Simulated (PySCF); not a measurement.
Vertical excitations of a molecule CH6O2Si2 from TDA-PBE0/def2-SVPD run with PySCF, as energy in eV (oscillator strength): 6.03 (0.031), 6.31 (0.029), 6.47 (0.012), 6.63 (0.151), 6.83 (0.035), 6.88 (0.048), 6.97 (0.011), 7.03 (0.015), 7.08 (0.018), 7.32 (0.051). Lowest triplet (TDA): 5.12 eV. Geometry optimised at ωB97X-D3(BJ)/def2-SVP. One conformer was computed; it need not be the lowest.

Question: Which structure fits?
A. O=C([SiH3])[SiH2]O
B. O[Si@H]1OC[SiH2]1
C. [SiH3]C1O[SiH2]O1
D. C1O[SiH2]O[SiH2]1

Answer: B, O[Si@H]1OC[SiH2]1
